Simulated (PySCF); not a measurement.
fulvene (C6H6), SMILES C=C1C=CC=C1.

Coordinates come from a PBE0-D3(BJ)/def2-SVP optimisation.

These are PySCF with PBE/def2-TZVP values and carry that method's errors.

```json
{
  "total_energy": "-231.96486 hartree",
  "point_group": "C2v",
  "highest_occupied_level": "-5.34 eV",
  "lowest_empty_level": "-2.83 eV",
  "orbital_gap": "2.51 eV",
  "dipole_moment": "0.123 e·Å",
  "quadrupole, principal values (traceless, Buckingham form, about the centre of nuclear charge)": "-8.16, 2.42, 5.74 D·Å",
  "mean_static_polarisability": "70.8 bohr³ (10.50 Å³)",
  "polarisability_principal_values": "39.7, 69.1, 103.6 bohr³"
}
```
